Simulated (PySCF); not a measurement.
## CaIn⁻: energy against distance

Set-up: basis Ca def2-SVPD, In def2-SVPD with ECP28; scalar-relativistic core potentials; PySCF 2.14. Energies in eV from Ca + In⁻ in their ground configurations at the same level. State: ³Σ⁻ (triplet), unpaired electrons π ↑↑.

```tsv
R (Å)	PBEsol	PBE0
2.660	-1.420	-1.068
2.784	-1.603	-1.278
2.907	-1.694	-1.391
3.000	-1.719	-1.430
3.093	-1.716	-1.439
3.186	-1.693	-1.426
3.309	-1.639	-1.385
3.464	-1.549	-1.309
3.650	-1.426	-1.201
3.897	-1.258	-1.050
```

Task: Put a parabola through the three lowest points of the PBEsol curve and estimate Re, k and ωe (reduced mass 29.65 u; 1 eV/Å² = 0.16022 mdyn/Å; ωe = 1302.8·√(k/μ) cm⁻¹).

Result: Through R = 2.907, 3.0, 3.093 Å the second-order coefficient is 1.62 eV/Å², so Re ≈ 3.037 Å, k ≈ 0.519 mdyn/Å and ωe ≈ 172 cm⁻¹. A polynomial fit of higher order to the unrounded PBEsol energies gives Re = 3.034 Å, k = 0.458 mdyn/Å, ωe = 162 cm⁻¹; anharmonicity and rounding make the difference.

The higher-order fit for each curve: PBEsol: Re = 3.034 Å, ωe = 162 cm⁻¹, De = 1.72 eV; PBE0: Re = 3.082 Å, ωe = 155 cm⁻¹, De = 1.44 eV.

These are scalar-relativistic numbers at best; spin–orbit coupling would shift them, the dissociation energy most. For an ion De counts to the pair picked by the measured ionisation energies or electron affinities, which need not be the lowest pair at this level. The highest Kohn–Sham level is positive in this anion. Much of that is self-interaction error, but it also means that the finite basis helps to hold the extra electron. The state was picked by a PBE0 search and need not be the measured ground state.
